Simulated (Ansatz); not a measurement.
`O[SiH]([SiH3])[SiH3]` and `O[SiH](F)[SiH3]` differ in one atom or group.

Ansatz, PBE0-D4/def2-TZVP geometries, multiplicity 1. Each molecule was computed in one conformer, which needn't be the lowest.

```json
{"property": "ideal-gas entropy at 298 K and 1 bar (rigid rotor, harmonic PBE0-D4/def2-TZVP) / J/(mol·K)", "`O[SiH]([SiH3])[SiH3]`": "385"}
{"property": "LUMO energy (ωB97M-V/def2-TZVPP) / eV", "`O[SiH]([SiH3])[SiH3]`": "0.93"}
{"property": "LUMO energy (PBE0/def2-TZVPP) / eV", "`O[SiH]([SiH3])[SiH3]`": "-0.79"}
{"property": "HOMO energy (ωB97M-V/def2-TZVPP) / eV", "`O[SiH]([SiH3])[SiH3]`": "-9.60"}
{"property": "size of the dipole moment (ωB97M-V/def2-TZVPP) / D", "`O[SiH]([SiH3])[SiH3]`": "1.20"}
{"property": "size of the dipole moment (PBE/def2-TZVPP) / D", "`O[SiH]([SiH3])[SiH3]`": "1.16"}
```

Task: What does the change do to each property? (Best estimate.)

Result: Ansatz gave: 
```json
{"property": "ideal-gas entropy at 298 K and 1 bar (rigid rotor, harmonic PBE0-D4/def2-TZVP) / J/(mol·K)", "`O[SiH](F)[SiH3]`": "340", "shift": "-45"}
{"property": "LUMO energy (ωB97M-V/def2-TZVPP) / eV", "`O[SiH](F)[SiH3]`": "1.43", "shift": "0.50"}
{"property": "LUMO energy (PBE0/def2-TZVPP) / eV", "`O[SiH](F)[SiH3]`": "-0.25", "shift": "0.54"}
{"property": "HOMO energy (ωB97M-V/def2-TZVPP) / eV", "`O[SiH](F)[SiH3]`": "-10.37", "shift": "-0.77"}
{"property": "size of the dipole moment (ωB97M-V/def2-TZVPP) / D", "`O[SiH](F)[SiH3]`": "1.44", "shift": "0.24"}
{"property": "size of the dipole moment (PBE/def2-TZVPP) / D", "`O[SiH](F)[SiH3]`": "1.40", "shift": "0.24"}
```

With PBE0 the HOMO falls by 0.68 eV and the LUMO rises by 0.54 eV, so the gap widens by about 1.22 eV. PBE moves the HOMO by -0.56 eV and ωB97M-V by -0.77 eV. The zero-point energy changes by -56.6 kJ/mol with -9 modes. Dipoles are sizes alone; their direction can turn.

Positive LUMOs are unbound, so they and the gaps depend on the basis.
